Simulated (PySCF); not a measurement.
Level of theory: PySCF 2.14.0 with PBE-D3(BJ)/def2-TZVP // TPSS-D3(BJ)/def2-SVP. Isolated molecules, 0 K electronic values unless said otherwise. One relaxed conformer stands for a flexible species; it need not be the lowest. 

Reference species: [Ti(OH)4] (neutral, multiplicity 1).

```yaml
LUMO: -2.22 eV
coordination_number: 4
```

Changed species: [Ti(NH2)4] (4 of 4 OH replaced by NH2; the reference has 0 of 4 OH replaced by NH2).

Give the shifts of the LUMO and coordination number.

the LUMO rises by 0.49 eV, to -1.73 eV; the coordination number stays essentially unchanged.
